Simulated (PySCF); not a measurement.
Job for PySCF: R-HF/STO-3G on CH4SSi (SMILES C[Si]S), a point of a torsion scan.

```python
from pyscf import gto, scf, dft, mp
from pyscf.data.elements import chemcore

mol = gto.M(
    atom='''
    C    -0.89696534   -0.15825828   -0.01816427
    Si    0.06394266    1.47925584   -0.30763380
    S     1.80569918    0.77479126   -1.44014057
    H    -0.43126629   -1.05150469   -0.43759382
    H    -1.89661480   -0.07622022   -0.44287057
    H    -1.02510119   -0.32339207    1.05082559
    H     1.54777508   -0.52634993   -1.50447989
    ''',
    basis='sto-3g',
    charge=0, spin=0, verbose=3, max_memory=1800)
mf = scf.RHF(mol)
mf.conv_tol = 1e-8
mf.max_cycle = 100
mf.kernel()
if not mf.converged:
    mf = mf.newton().run(mf.mo_coeff, mf.mo_occ)
```

Program output:

```
converged SCF energy = -718.485719137417
```

The run converged.

Cost: very roughly 0.28 core-seconds.
